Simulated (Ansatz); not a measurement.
Cost and result for the atomization energy of CH8Si2Te, SMILES `C[SiH2][SiH2][TeH]` (12 atoms, 11 bonds).

Cartesian coordinates in Å:
```
C -0.9788 0.3079 -1.5389
Si 0.7050 0.3517 -0.7212
Si 0.7144 -0.9876 1.1940
Te -1.0827 -0.1769 2.7410
H -1.2158 -0.7015 -1.8819
H -1.0074 0.9779 -2.4010
H -1.7518 0.6169 -0.8322
H 1.0473 1.7365 -0.2890
H 1.7664 -0.1055 -1.6639
H 0.3141 -2.3909 0.8974
H 2.0361 -1.0166 1.8773
H -0.5468 1.3879 2.6185
```

Charge 0, multiplicity 1. Correlated methods include outer-core shells of Te, which these sets cover unevenly. Te takes the def2 core potential. The structure was optimised at the PBE0-D4/def2-TZVP level. It is one conformer, not always the lowest. Program: Ansatz. All runs use 4 threads of an Intel Xeon on a shared host. Times are those of one run each, without the atoms' runs, and a repeat can differ threefold. Electronic energies, without spin–orbit coupling; frozen cores. CCSD(T)/CBS adds CCSD(T) − MP2 in def2-TZVPP to the MP2 limit, and its time is that of the two runs behind it. T1 = 0.011. With those shells the extrapolation isn't a true limit. B3LYP takes the VWN-RPA correlation (the form of Gaussian; ORCA's B3LYP/G).

CCSD(T)/CBS is a level of theory with its own doubt, some kJ/mol a heavy atom from the limit and from the frozen cores, so smaller differences don't rank the functionals.

```csv
level,functions,wall time
LDA (SPW92)/def2-TZVPP,277,1.7 s
PBE-D4/def2-TZVPP (with forces),277,3 s
PBE0-D4/def2-TZVPP,277,3.9 s
BHLYP-D4/def2-TZVPP,277,4.3 s
CAM-B3LYP-D4/def2-TZVPP,277,4.9 s
r2SCAN-D4/def2-TZVPP (with forces),277,5.5 s
B3LYP-D4/def2-TZVPP (with forces),277,6.5 s
CCSD(T)/def2-SVP,116,6.5 s
B2PLYP/def2-TZVPP,277,7.5 s
B97M-V/def2-TZVPP,277,10 s
MP2/def2-QZVPP,519,30 s
CCSD(T)/def2-TZVPP,277,3 min
CCSD(T)/CBS(def2),–,3.5 min
```

**Question.** What atomization energy does each give, and how far from CCSD(T)/CBS? (An estimate is asked.)

**Answer.** Computed: 
```tsv
level	atomization (kcal/mol)	difference from CCSD(T)/CBS	per bond
LDA (SPW92)/def2-TZVPP	986.1	97.0	8.8
PBE-D4/def2-TZVPP (with forces)	884.3	-4.8	-0.4
PBE0-D4/def2-TZVPP	880.3	-8.8	-0.8
BHLYP-D4/def2-TZVPP	873.1	-16.0	-1.5
CAM-B3LYP-D4/def2-TZVPP	884.8	-4.3	-0.4
r2SCAN-D4/def2-TZVPP (with forces)	884.9	-4.2	-0.4
B3LYP-D4/def2-TZVPP (with forces)	884.5	-4.6	-0.4
CCSD(T)/def2-SVP	827.0	-62.1	-5.6
B2PLYP/def2-TZVPP	870.4	-18.7	-1.7
B97M-V/def2-TZVPP	889.2	0.1	0.0
MP2/def2-QZVPP	874.0	-15.1	-1.4
CCSD(T)/def2-TZVPP	864.1	-25.0	-2.3
CCSD(T)/CBS(def2)	889.1	0.0	0.0
```

From BLYP to BHLYP (50 % exact exchange), in def2-TZVPP and without D4, the atomization energy moves by +2.9 kcal/mol. Leaving LDA and LC-ωPBE aside and taking each functional with its dispersion term where it has one, the values, not all of them listed here, spread over 20.7 kcal/mol, from revPBE-D4 to ωB97X-V. LDA lies +109.2 kcal/mol from PBE without D4, its usual overbinding. At CCSD(T), def2-SVP lies −62.1 kcal/mol from the extrapolated value and def2-TZVPP −25.0 kcal/mol: correlation converges slowly with the basis, and small sets miss more of it in the bonded molecule than in its fragments.

Spin–orbit coupling would lower the free Te atoms strongly, and the atomization energy with them, by more than many differences here.
